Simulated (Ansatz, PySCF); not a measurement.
C3H3 (SMILES [C-]1=CC1), charge -1, singlet, at a GFN2-xTB geometry (in this run its highest filled SCF level lies above zero, so its values depend strongly on the basis, on diffuse functions most of all). Base run: CASSCF(4,6)/STO-3G run with PySCF.

The PySCF input:
```python
from pyscf import gto, scf, mcscf
import numpy

mol = gto.M(
    atom='''
C     0.01518375   -0.05215635    0.80692694
C     0.00358775   -0.76678282   -0.60757516
C    -0.01975703    0.56152495   -0.52766124
H     0.93576145   -0.00004142    1.42844009
H    -0.88424711   -0.03395622    1.46049464
H    -0.04560120    1.57848298   -0.91907802
''',
    basis='sto-3g',
    charge=-1,
    verbose=3,
)

mf = scf.RHF(mol)
mf.kernel()
mc = mcscf.CASSCF(mf, 6, 4)
mc.fix_spin_(ss=0.0)
mc.kernel()
occ = numpy.linalg.eigvalsh(mc.fcisolver.make_rdm1(mc.ci, mc.ncas, mc.nelecas))[::-1]
ss = mc.fcisolver.spin_square(mc.ci, mc.ncas, mc.nelecas)[0]
print('natural occupations', occ.round(4), ' <S^2>', round(ss, 4))
```

Programs used: Ansatz (a program for electronic structure), PySCF; a row that names a program was run with it.

Variants of this job, named by their change:

| change | ΔE vs base (mEh) | natural occupations | <S^2> of the state |
|---|---|---|---|
| base | 0.000 | 1.97 1.92 0.08 0.03 0.00 0.00 | 0.00 |
| solver = newton | 0.000 | 1.97 1.92 0.08 0.03 0.00 0.00 | 0.00 |
| active space = 6 electrons, 5 orbitals | -4.517 | 1.99 1.97 1.92 0.09 0.03 | 0.00 |
| fix_spin_ = off | 0.000 | 1.97 1.92 0.08 0.03 0.00 0.00 | 0.00 |
| code = ansatz | 0.009 | - | - |
| conv_tol = 1e-5 | 0.000 | 1.97 1.92 0.08 0.03 0.00 0.00 | 0.00 |
| active space = 8 electrons, 9 orbitals | -56.621 | 1.98 1.97 1.96 1.92 0.08 0.04 0.02 0.02 0.00 | 0.00 |
| orbitals = fixed (CASCI) | 30.033 | 1.98 1.93 0.07 0.02 0.00 0.00 | 0.00 |
| code = ansatz; correction = SC-NEVPT2, all electrons | -98.470 | - | - |
| active space = 6 electrons, 6 orbitals | -22.105 | 1.98 1.97 1.92 0.08 0.03 0.02 | 0.00 |
| orbitals = fixed (CASCI); correction = SC-NEVPT2 | -107.0 | 1.98 1.93 0.07 0.02 0.00 0.00 | 0.00 |

Active orbitals are taken around the Fermi level unless the row says otherwise; CASSCF can end in different local minima, and two programs can end on different orbitals. State-averaged rows give the lowest state.
